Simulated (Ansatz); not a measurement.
Li₂Al₄. Charge 0, multiplicity 3. Geometry r2SCAN-D4/def2-SVP, that of the neutral singlet; atoms count from 1.

```xyz
6

Li    0.2557   -0.3079   -3.0432
Li    0.4394   -1.6560    1.1845
Al    1.2403    0.5891   -0.6760
Al   -1.5474    0.4047    1.6083
Al   -1.2759   -0.1764   -0.8160
Al    0.8879    1.1465    1.7426
```

At PBE0-D4/def2-TZVP a singlet of charge 0 lies 0.94 eV below the triplet at the same geometry. The structure comes from a short search, and lower isomers may exist.

Q: Estimate the Mulliken populations from the PBE0/def2-TZVP orbitals of Ansatz.

A: 
| atom | charge (e) | spin (α − β) |
| --- | --- | --- |
| Li1 | 0.57 | 0.06 |
| Li2 | 0.44 | 0.16 |
| Al3 | -0.33 | 0.12 |
| Al4 | -0.05 | 0.10 |
| Al5 | -0.46 | 0.73 |
| Al6 | -0.17 | 0.82 |
Mulliken values and Mayer orders depend strongly on the basis.

Q: Where does the spin sit?

A: Summed by element: Li 0.22, Al 1.78, of 2 unpaired in all. Largest on single atoms: Al6 0.82, Al5 0.73, Li2 0.16.

Q: And the Mayer bond orders between bonded heavy atoms (over 0.3)?

A: Li1–Al5 0.33 (2.71 Å); Al3–Al5 0.89 (2.63 Å); Al3–Al6 0.79 (2.51 Å); Al4–Al5 0.79 (2.51 Å); Al4–Al6 0.95 (2.55 Å). Values over 0.3 also appear between atoms too far apart for a bond (Al3–Al4 0.52 at 3.61 Å; Al5–Al6 0.39 at 3.60 Å); they arise where an orbital or an unpaired electron spreads over both atoms.
